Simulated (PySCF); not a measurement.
Level of theory: PBE-D3(BJ)/def2-TZVP // B3LYP-D3(BJ)/def2-TZVP (PySCF). Isolated molecules, 0 K electronic values unless said otherwise. Excitations are Tamm–Dancoff values on a coarser integration grid. The basis has no diffuse functions, so Rydberg states are missing or too high.

Reference species (SMILES): `B(Br)(Br)Br` (neutral, multiplicity 1).

The S1 oscillator strength comes out as 0.000, the HOMO is -7.03 eV and the brightest of the four lowest singlets (TDA) comes out as 5.54 eV. The T1 excitation (TDA) comes out as 3.98 eV.

Changed species: `BrB(Br)I` (1 of 3 Br replaced by I; the reference has 0 of 3 Br replaced by I).

Problem. Give the shifts of the S1 oscillator strength, HOMO, brightest of the four lowest singlets (TDA) and T1 excitation (TDA).

Solution. the S1 oscillator strength stays essentially unchanged; the HOMO rises by 0.41 eV, to -6.62 eV; the brightest of the four lowest singlets (TDA) decreases by 0.85 eV, to 4.69 eV; the T1 excitation (TDA) drops by 0.51 eV, to 3.47 eV.
